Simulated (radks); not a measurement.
Results of a calculation; reference values are marked as such.
Q: Species: Ga20+. Configuration: [Ne] 3s1. Level of theory: scalar-relativistic Kohn-Sham, PBEsol, spin-polarised, spherical densities, point nucleus; open shells are filled with parallel spins first (a radial shooting solver on a logarithmic mesh with Libxc functionals). Some entries of the table are withheld. Estimate them.

orbital,occ.,eigenvalue (hartree),<1/r> (bohr^-1),<r> (bohr)
1s up,1,-406.4171,31.29,0.04860
1s down,1,-406.3717,31.29,0.04860
2s up,1,-75.61219,6.954,(1)
2s down,1,-75.55415,6.957,(2)
2p up,3,-69.90730,6.813,0.1870
2p down,3,-69.85527,6.816,0.1869
3s up,1,-29.06513,2.744,0.5336
3s down,0,-28.70490,2.754,0.5324
3p up,0,-27.29020,2.666,0.5209
3p down,0,-26.94431,2.679,0.5191
4s up,0,-15.21750,1.469,0.9989

A: 
(1) 2s up <r> (bohr): 0.2144
(2) 2s down <r> (bohr): 0.2143
